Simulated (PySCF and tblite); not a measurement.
C₃H₂F₆, numbered as in [F:1][CH2:2][C:3]([F:4])([F:5])[C:6]([F:7])([F:8])[F:9].

Conformers came from 60 starts (ETKDG and KDG, MMFF94s, GFN2-xTB); geometries are GFN2-xTB. Weights use PBE0-D3(BJ)/def2-SVP (IEF-PCM, benzene) energies plus GFN2-xTB zero-point and thermal terms (modes under about 100 cm⁻¹ blended into free rotors). Symmetry numbers and mirror images are counted. Conformers within 3 kcal/mol (GFN2-xTB free energy) were kept, 7 at most. Couplings: B3LYP/6-31G* with pcJ-1 on H, F (gas phase; spin-dipole term only for pairs with B, N, F, Si or P). Couplings are for ¹⁹F, ¹H; a prime marks the second kind of pair between the same two sets of atoms. H–H couplings come out 0.1 to 0.9 Hz lower than with pcJ-1 on all atoms. Codes: tblite and PySCF.

Torsions listed: F1–C2–C3–F4. Of a mirror pair one member is shown.

```tsv
conformer	shape	weight %
1	164°	86.9
2	-60°	13.1
```

Give the couplings in each conformer and the averages at 298.15 K (pairs that fast motion interchanges averaged).


| coupling | pairs | 1 | 2 | average (Hz) |
| --- | --- | --- | --- | --- |
| ²J(F1,H2) | 2 | 51.9 | 51.8 | 51.9 |
| ³J(H2,F4) | 2 | 13.3 | 3.6 | 12.0 |
| ³J(H2,F4′) | 2 | 9.2 | 25.5 | 11.3 |
| ²J(H2,H2) | 1 | -11.6 | -11.7 | -11.6 |

Computed couplings to fluorine can be off by tens of per cent at such levels.

F–F couplings are left out: such levels miss them by tens of Hz and can give the wrong sign.


Conformer gaps in def2-SVP on xTB geometries can be 2 kcal/mol too large for S=O, P=O and other polar bonds.